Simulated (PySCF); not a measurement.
Job file and geometry (Å, from GFN2-xTB) of a spin–spin coupling run on `InChI=1S/C2H7FGeO/c1-5-4-2-3/h2,4H2,1H3`, B3LYP/pcJ-1 Ge:pcSseg-1 indirect spin-spin coupling, non-relativistic, gas phase (PySCF 2.14.0, density-fitted response routines); density fitting, a coarse starting grid and PySCF grid level 2 are the driver's defaults:

```
$ OMP_NUM_THREADS=1 python probes_run.py task.json out

{"job": {"kind": "j", "xc": "B3LYP", "basis": "pcJ-1"}, "charge": 0, "multiplicity": 1}
C     -2.156712     0.397668     0.463871
O     -0.749679     0.505838     0.517567
Ge     0.409431    -0.637430    -0.151671
C      2.101680     0.251508     0.367278
F      3.173493    -0.484974    -0.089012
H     -2.507887    -0.507470     0.964368
H     -2.562141     1.269356     0.978941
H     -2.518828     0.390867    -0.566673
H      0.209411    -2.000893     0.473737
H      0.208928    -0.763975    -1.646305
H      2.188735     1.249501    -0.070001
H      2.204765     0.329319     1.452519
```

**Question.** What does the program print?

**Answer.** 
```
coarse grid: 45560 points
cycle   1  E = -2332.1558997986  dE = -3.019e-01  |g| = 1.244e+00  |ddm| = 2.802e+00
cycle   2  E = -2331.7521369176  dE =  4.038e-01  |g| = 1.930e+00  |ddm| = 2.079e+00
cycle   3  E = -2332.3050632776  dE = -5.529e-01  |g| = 3.400e-01  |ddm| = 1.684e+00
cycle   4  E = -2332.3234434673  dE = -1.838e-02  |g| = 1.034e-01  |ddm| = 2.621e-01
cycle   5  E = -2332.3246457994  dE = -1.202e-03  |g| = 2.632e-02  |ddm| = 7.251e-02
cycle   6  E = -2332.3247380472  dE = -9.225e-05  |g| = 8.861e-03  |ddm| = 1.649e-02
cycle   7  E = -2332.3247483290  dE = -1.028e-05  |g| = 1.280e-03  |ddm| = 5.368e-03
cycle   8  E = -2332.3247486491  dE = -3.202e-07  |g| = 4.162e-04  |ddm| = 1.347e-03
final grid: 95872 points
cycle   9  E = -2332.3247776307  dE = -5.548e-09  |g| = 5.317e-04  |ddm| = 1.006e-03
cycle  10  E = -2332.3247775831  dE =  4.757e-08  |g| = 7.144e-04  |ddm| = 8.593e-04
cycle  11  E = -2332.3247776959  dE = -1.127e-07  |g| = 8.774e-05  |ddm| = 4.917e-04
cycle  12  E = -2332.3247776970  dE = -1.098e-09  |g| = 1.129e-05  |ddm| = 4.871e-05
cycle  13  E = -2332.3247776970  dE = -1.637e-11  |g| = 4.228e-06  |ddm| = 8.489e-06
converged SCF energy = -2332.3247776970

Indirect spin-spin couplings (Hz)
  i      j    bonds     total        FC       PSO       DSO        SD
  0 C    1 O    1     21.174    22.408    -1.075    -0.159         -
  0 C    3 C    3      4.048     4.105     0.050    -0.106         -
  0 C    4 F    4      1.073     1.053     0.016    -0.394     0.398
  0 C    5 H    1    142.863   141.723     0.289     0.851         -
  0 C    6 H    1    151.745   150.751     0.204     0.790         -
  0 C    7 H    1    143.080   141.942     0.288     0.850         -
  0 C    8 H    3      0.016     0.117     0.098    -0.199         -
  0 C    9 H    3     -0.030     0.076     0.100    -0.205         -
  0 C   10 H    4     -0.353    -0.267     0.203    -0.289         -
  0 C   11 H    4     -0.340    -0.252     0.203    -0.291         -
  1 O    3 C    2    -14.685   -14.838     0.157    -0.004         -
  1 O    4 F    3     -4.752    -6.666     1.702     0.271    -0.059
  1 O    5 H    2     -3.256    -2.430    -0.826     0.001         -
  1 O    6 H    2    -12.866   -11.970    -0.855    -0.041         -
  1 O    7 H    2     -3.285    -2.461    -0.825     0.001         -
  1 O    8 H    2     -2.597    -2.924    -0.085     0.412         -
  1 O    9 H    2     -2.639    -2.966    -0.086     0.413         -
  1 O   10 H    3      0.905     0.963     0.008    -0.067         -
  1 O   11 H    3      0.892     0.944     0.006    -0.058         -
  3 C    4 F    1   -227.267  -291.470    38.842     0.920    24.442
  3 C    5 H    4     -0.536    -0.316     0.165    -0.384         -
  3 C    6 H    4      0.213     0.294     0.155    -0.236         -
  3 C    7 H    4     -0.534    -0.313     0.165    -0.386         -
  3 C    8 H    2     11.702    12.322     0.029    -0.648         -
  3 C    9 H    2     11.567    12.186     0.032    -0.650         -
  3 C   10 H    1    156.436   155.398    -0.278     1.316         -
  3 C   11 H    1    156.247   155.207    -0.276     1.316         -
  4 F    5 H    5     -0.634    -0.162     0.726    -1.274     0.076
  4 F    6 H    5      0.595     0.898     0.828    -1.160     0.029
  4 F    7 H    5     -0.625    -0.158     0.726    -1.267     0.074
  4 F    8 H    3     -1.300    -0.970     0.728    -0.818    -0.239
  4 F    9 H    3     -1.122    -0.830     0.713    -0.762    -0.242
  4 F   10 H    2     53.810    42.956    14.482    -0.715    -2.913
  4 F   11 H    2     53.839    42.958    14.509    -0.716    -2.913
  5 H    6 H    2    -11.193   -11.482     2.682    -2.393         -
  5 H    7 H    2     -9.016    -9.436     2.620    -2.200         -
  5 H    8 H    4      0.853     0.387    -0.615     1.081         -
  5 H    9 H    4     -0.367     0.267     0.571    -1.205         -
  5 H   10 H    5     -0.358     0.158     0.919    -1.434         -
  5 H   11 H    5     -0.314     0.049     0.459    -0.823         -
  6 H    7 H    2    -11.119   -11.407     2.688    -2.400         -
  6 H    8 H    4     -0.564    -0.071     1.189    -1.681         -
  6 H    9 H    4     -0.558    -0.056     1.193    -1.695         -
  6 H   10 H    5     -0.165    -0.023     0.432    -0.574         -
  6 H   11 H    5     -0.166    -0.019     0.440    -0.587         -
  7 H    8 H    4     -0.349     0.273     0.571    -1.193         -
  7 H    9 H    4      0.843     0.394    -0.598     1.047         -
  7 H   10 H    5     -0.314     0.047     0.468    -0.829         -
  7 H   11 H    5     -0.363     0.158     0.923    -1.444         -
  8 H    9 H    2     30.334    33.605     0.948    -4.219         -
  8 H   10 H    3      6.514     8.905     1.659    -4.050         -
  8 H   11 H    3     -1.040    -0.389     0.258    -0.909         -
  9 H   10 H    3     -1.171    -0.484     0.289    -0.976         -
  9 H   11 H    3      6.478     8.872     1.662    -4.055         -
 10 H   11 H    2    -11.418   -12.287     2.306    -1.437         -
```

Size and cost of the density-fitted run: 219 basis functions, 68 s wall time on 1 thread of an Arm Neoverse N1, shared host; peak memory 0.91 GiB.
